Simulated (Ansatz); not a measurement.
Geometry optimisation, Ansatz 0.2.0, RKS B3LYP-D4/def2-SVP.

Input file:

```yaml
crystal:
  periodic: [false, false, false]
  atoms:
    - { symbol: B, position_ang: [-0.4929, 0.746, -0.5981] }
    - { symbol: C, position_ang: [0.494, 0.2277, 0.2782] }
    - { symbol: C, position_ang: [-0.1802, -1.0916, 0.205] }
    - { symbol: "N", position_ang: [-1.0201, -0.6207, -0.5803] }
    - { symbol: H, position_ang: [-0.8201, 1.8166, -1.1269] }
    - { symbol: H, position_ang: [1.5054, 0.2423, -0.1888] }
    - { symbol: H, position_ang: [0.4951, 0.6665, 1.305] }
    - { symbol: H, position_ang: [0.1109, -2.044, 0.6501] }
basis:
  gaussian: { orbitals: def2-SVP }
hamiltonian:
  xc: b3lyp
  dispersion: d4
relax:
  f_tol: 0.02
  max_steps: 40
scf:
  lower_state_search: "off"
```

Run as:

```bash
$ ansatz run input.yaml --threads 1 --pin off --max-ram 2048MiB --backend cpu --events-out ev --progress --plain --runs-dir out
```

Question: Where does it end, and by what steps?

Answer: The run converged. After 12 steps the energy has fallen by 1.926 eV; H8 moved furthest, 0.60 Å.

| step | energy less start (eV) | largest force component (eV/Å) | accepted |
| --- | --- | --- | --- |
| 0 | 0.0000 | 7.692 | yes |
| 1 | -1.5123 | 2.677 | yes |
| 2 | -1.7308 | 0.533 | yes |
| 3 | -1.7514 | 0.274 | yes |
| 4 | -1.7864 | 0.320 | yes |
| 5 | -1.8037 | 0.862 | yes |
| 6 | -1.8916 | 0.484 | yes |
| 7 | -1.9203 | 0.517 | yes |
| 8 | -1.9253 | 0.061 | yes |
| 9 | -1.9072 | 0.355 | no |
| 10 | -1.9258 | 0.030 | yes |
| 11 | -1.9258 | 0.026 | yes |
| 12 | -1.9259 | 0.003 | yes |

```xyz
8
Properties=species:S:1:pos:R:3
B -0.497 0.633 -0.673
C 0.688 0.285 0.350
C -0.161 -0.933 0.101
N -0.754 -0.747 -1.050
H -1.236 1.571 -0.808
H 1.664 0.195 -0.144
H 0.782 0.697 1.365
H -0.394 -1.758 0.801
```

Whether the end is a true minimum wasn't checked by a vibrational analysis.

The run took 26 s on 1 thread of Arm Neoverse V1 (shared host), peak memory 0.12 GiB.
